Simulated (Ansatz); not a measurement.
## CH3BBrF: structure from calculated spectroscopic constants

These gas-phase data were calculated for one isomer of CH3BBrF at B3LYP-D3(BJ)/def2-SVP (harmonic, unscaled wavenumbers; equilibrium rotational constants with average atomic masses):

```
rotational constants            : 8.733, 2.752, 2.12 GHz
all wavenumbers above 1500 cm⁻¹ : 3147, 3104, 3026
dipole moment                   : 1.70 D (PBE0/def2-TZVPD)
```

Candidates:

(1) `CB(F)Br`, a singlet
(2) `FBCBr`, a singlet

Which candidate do the data belong to?

Candidate (1). No mode falls between 2350 and 2900 cm⁻¹, where the B–H stretch of (2) would stand.

The same quantities for all candidates:

```
     rotational constants (GHz)  wavenumbers above 1500 cm⁻¹  dipole (D)  E above the lowest, B3LYP-D3(BJ)/def2-SVP (kcal/mol)
(1)          8.733, 2.752, 2.12             3147, 3104, 3026        1.70                                                   0.0
(2)         13.83, 2.126, 1.971             3192, 3109, 2640        1.77                                                  35.8
```

Each candidate is one conformer. Programs: Ansatz 0.2.0.
